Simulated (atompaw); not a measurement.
**Before and after: PAW (atompaw) potential for silver (Ag)**

- Element: silver (Ag)
- Generator: atompaw 4.2.0.5
- Type: PAW
- Functional: PBEsol
- Relativity: scalar-relativistic
- Frozen core: [Kr]
- Valence charge: 11
- Reference configuration: 4d9 5s2 5p0
- Partial waves: 5s (bound): rc 2.80 bohr; 5s channel at -0.05 Ry: rc 3.00 bohr; 5p (bound, empty): rc 3.00 bohr; 5p channel at 1.8 Ry: rc 3.00 bohr; 4d (bound): rc 1.75 bohr; 4d channel at 0.3 Ry: rc 1.75 bohr; 4f channel at 0.15 Ry: rc 2.45 bohr
- Local potential: troulliermartins scheme with l = 4 at 0 Ry, radius 2.70 bohr
- Core correction: smooth core density matched at 2.90 bohr
- Augmentation charge: gaussian compensation charge, radius 2.80 bohr; PAW radius 3.00 bohr; waves and projectors: custom polynom vanderbiltortho

All-electron outer shells of the reference configuration (PBEsol, scalar-relativistic, ld1.x):

```json
{"shell": "4s", "level (eV)": "-99.10", "outermost node (bohr)": "0.44", "outermost maximum (bohr)": "0.82"}
{"shell": "4p", "level (eV)": "-62.48", "outermost node (bohr)": "0.44", "outermost maximum (bohr)": "0.87"}
{"shell": "4d", "level (eV)": "-10.71", "outermost node (bohr)": "0.43", "outermost maximum (bohr)": "1.03"}
{"shell": "5s", "level (eV)": "-5.59", "outermost node (bohr)": "1.10", "outermost maximum (bohr)": "2.40"}
{"shell": "5p", "level (eV)": "-1.19", "outermost node (bohr)": "1.24", "outermost maximum (bohr)": "3.32"}
```

Change: all radii scaled by about 1.07 (s 2.98, p 3.20, d 1.86, f 2.62 bohr); local potential troulliermartins scheme with l = 4 at 0 Ry, radius 2.88 bohr; augmentation gaussian compensation charge, radius 2.98 bohr; PAW radius 3.20 bohr; waves and projectors: custom polynom vanderbiltortho; core correction smooth core density matched at 3.10 bohr.

Cutoffs: the cutoffs (Ry, on a coarse ladder) from which the occupation-weighted sum of valence levels, in a spherical-Bessel basis at the reference potential, stays within 10 and 1 mRy of its value at 400 Ry; they do not see the model core or the augmentation charge, which bear on the density cutoff.

Task: What does the change do?

Result: The potential gets softer (50 Ry and 80 Ry → 40 Ry and 70 Ry); neither file shows a bound ghost. A larger radius leaves more room for a smooth pseudo-wave, so fewer plane waves are needed.

```tsv
quantity	base	changed
cutoff, loose	50 Ry	40 Ry
cutoff, tight	80 Ry	70 Ry
loose cutoff by channel (10 mRy a level)	s 6 Ry, d 30 Ry	s 6 Ry, d 25 Ry
bound ghosts	none	none
lowest overlap eigenvalue by channel	s 0.05, p 0.25, d 0.99, f 1.00	s 0.12, p 0.30, d 0.99, f 1.00
```

 The cutoffs see the waves, projectors and local potential, not the compensation charge or the core.
